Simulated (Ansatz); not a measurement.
The C4–H5 bond of CH4GeO (SMILES C[O][GeH]) is stretched (multiplicity 1, the rest rigid).
Geometry at rest (charge 0, multiplicity 1):
```xyz
7

Ge    -0.309    -0.440     0.613
H     -1.339    -0.762    -0.602
O      0.736     0.653    -0.336
C      0.602     1.034    -1.695
H      0.500     2.120    -1.757
H      1.502     0.741    -2.242
H     -0.270     0.564    -2.161
```

Cores are frozen in the correlated methods. Filled d and f shells under p-block atoms count as core.

Programs: Ansatz (Gaussian basis) for Hartree–Fock, density functionals and correlated methods. 

FIC-MRCISD+Q on CASSCF(2,2)/cc-pVTZ, total energies (hartree):

| R (Å) | CASSCF | MRCISD | weight c² of the reference |
|---|---|---|---|
| 1.093 | -2190.505722 | -2190.971988 | 0.88098 |
| 1.913 | -2190.406441 | -2190.863488 | 0.87984 |
| 3.497 | -2190.349853 | -2190.801203 | 0.88070 |

Q: Add the Davidson correction (E_MRCISD − E_CASSCF)(1 − c²)/c² and give the energies above the first point at the three levels.

A: 
Corrections (hartree): -0.062992, -0.062419, -0.061140. Above the first point (kcal/mol):
- R = 1.913 Å: CASSCF 62.3, MRCISD 68.1, with the correction 68.4
- R = 3.497 Å: CASSCF 97.8, MRCISD 107.2, with the correction 108.3

Ansatz is an electronic-structure program.
